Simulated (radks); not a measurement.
Results of a calculation; reference values are marked as such.
Q: The europium ion Eu+ is in [Xe] 4f7 6s1. Level of theory: scalar-relativistic Kohn-Sham, BLYP, spin-polarised, spherical densities, finite nucleus; Fermi nuclear charge, rms radius of each element as measured or else 0.836 A^(1/3) + 0.57 fm (a radial shooting solver on a logarithmic mesh with Libxc functionals). Open shells are filled with parallel spins first. One electron is removed from 5p, 6s, 4f, 5s in turn, with full relaxation. Which removal costs least, and what does each cost?

A: 6s 11.559 eV; 4f 17.777 eV; 5p 33.661 eV; 5s 54.638 eV. The 6s electron leaves first.
